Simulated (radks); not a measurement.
O4+, 4 electrons, occupied as [He] 2s2. All-electron calculation, non-relativistic Kohn-Sham, LDA (Slater exchange, Perdew-Wang correlation), spin-polarised, spherical densities, point nucleus. Program: a radial shooting solver on a logarithmic mesh with Libxc functionals.

Unscreened Slater integrals over Kohn-Sham orbitals (hartree). They are taken over the spin-up orbitals.

| integral | value |
|---|---|
| F0(2s,2s) | 0.96724 |
| F0(2s,1s) | 1.3556 |
| G0(2s,1s) | 0.12019 |
| F0(1s,1s) | 4.7117 |
